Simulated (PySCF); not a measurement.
C5H5Cl, SMILES C#C/C(C)=C/Cl. Heavy atoms are numbered as in [CH:1]#[C:2]/[C:3]([CH3:4])=[CH:5]/[Cl:6]. Hydrogens are named by the atom that carries them.

The structure is a stationary point at PBE-D3(BJ)/def2-SVP. The structure was generated by enumeration; whether it is a known compound was not checked.

Calculation: PBE/def2-TZVP (PySCF).

ESP charges are fitted to the potential on shells at 1.4 to 2.0 van der Waals radii. Atomic charges (e), one atom of each kind:

```tsv
atom	Löwdin	IAO	ESP fit	Mulliken
C1 (CH)	-0.09	-0.24	-0.37	-0.14
C2	-0.07	-0.02	-0.15	0.02
C3	-0.23	-0.01	(withheld)	-0.10
C4 (CH3)	-0.26	-0.43	(withheld)	-0.35
C5 (CH)	-0.42	-0.18	-0.44	-0.07
Cl6	0.38	0.01	(withheld)	-0.07
H on C1	0.13	0.20	(withheld)	0.16
H on C4	0.14	0.16	0.17	0.13
H on C5	0.14	0.18	0.25	0.15
```

**Question.** Fill in the missing entries. (Estimate from the structure and the level; the computed values follow.)

**Answer.** 
- C3, ESP fit: 0.50
- C4 (CH3), ESP fit: -0.55
- Cl6, ESP fit: 0.00
- H on C1, ESP fit: 0.29

**Question.** Give the Mayer and Wiberg (Löwdin basis) orders of the bonds. (Estimate from the structure and the level; the computed values follow.)

**Answer.** 
```csv
bond,Mayer,Wiberg
C1–C2,2.59,2.85
C2–C3,1.24,1.29
C3–C4,1.03,1.22
C3–C5,1.76,1.85
C5–Cl6,1.13,1.75
```
